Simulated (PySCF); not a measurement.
Some computed properties have been withheld. Give your best values.

C5HClF4.
Geometry (GFN2-xTB, Å), atoms numbered from 1 in this order:
```
atom  x, y, z in Å
F1     0.3702    2.6449   -0.0163
C2     0.2865    1.3536   -0.0009
C3    -0.5012    0.2920   -0.0417
C4    -1.8421   -0.3175   -0.1326
F5    -1.9738   -1.0734   -1.2329
F6    -2.0993   -1.1145    0.9144
F7    -2.8109    0.6041   -0.1726
C8     0.9673    0.0867    0.0698
C9     2.0203   -0.6860    0.1566
Cl10   3.6152   -0.0259    0.2607
H11    1.9732   -1.7612    0.1696
```

```tsv
property	level	value
rotational constants A, B, C of the GFN2-xTB geometry	GFN2-xTB	1.992, 0.545, 0.462 GHz
dipole moment	PBE0/def2-SVPD	?
HOMO energy	PBE0/def2-SVPD	?
LUMO energy	PBE0/def2-SVPD	-1.72 eV
lowest singlet excitation	TDDFT PBE0/def2-SVPD	4.22 eV (294 nm, f = 0.066)
lowest triplet excitation (Tamm–Dancoff)	TDA PBE0/def2-SVPD	?
static isotropic polarisability	PBE0/def2-SVPD	?
electronic spatial extent ⟨r²⟩ about the centre of nuclear charge	PBE0/def2-SVPD	?
13C chemical shifts (computed TMS as zero) by class	GIAO PBE0/pcSseg-1	159.8 (C2), 126.2 (C4), 121.9 (C8), 105.3 (C3), 90.4 (C9) ppm
1H chemical shifts (computed TMS as zero) by class	GIAO PBE0/pcSseg-1	?
isotropic shieldings of nuclei other than C and H, by class	GIAO PBE0/pcSseg-1	?
```

The electronic properties come from PySCF, for the isolated species, density fitting. Geometry: GFN2-xTB; no solvent or vibrations. NMR classes are plain means over equivalent atoms (diastereotopic ones count apart unless rotation or inversion swaps them), as if these changed places fast; in this geometry the members of some classes differ.

Task: Give the isotropic shieldings of nuclei other than C and H, by class.

Result: 242 (F5/F6/F7), 278 (F1), 806 (Cl10) ppm.

Task: Give the dipole moment.

Result: 0.66 D.

Task: What are the 1H chemical shifts (computed TMS as zero) by class?

Result: 5.35 (H11) ppm.

Task: The static isotropic polarisability?

Result: 77.5 au.

Task: What is the electronic spatial extent ⟨r²⟩ about the centre of nuclear charge?

Result: 2111 bohr².

Task: The HOMO energy?

Result: -6.93 eV.

Task: The lowest triplet excitation (Tamm–Dancoff)?

Result: 3.08 eV.

The largest Löwdin shares of the HOMO are 0.29 on C9, 0.26 on Cl10, 0.20 on C8 and 0.12 on C3. The vertical singlet–triplet gap S1 − T1 is 1.14 eV (TDDFT singlet less Tamm–Dancoff triplet; S1: HOMO→LUMO, weight 0.98; T1: HOMO→LUMO, weight 0.93). The dipole matches unit charges of opposite sign 0.14 Å apart (1 e·Å = 4.8032 D). The polarisability is 11.49 Å³ as a volume (1 au = 0.148185 Å³), or 0.92 au for each of the 84 electrons. The rotational constants make it an asymmetric top with κ = (2B − A − C)/(A − C) = -0.89, nearer the prolate limit (−1). The principal polarisabilities are 51.3, 71.4 and 109.9 au; their mean is the isotropic value.
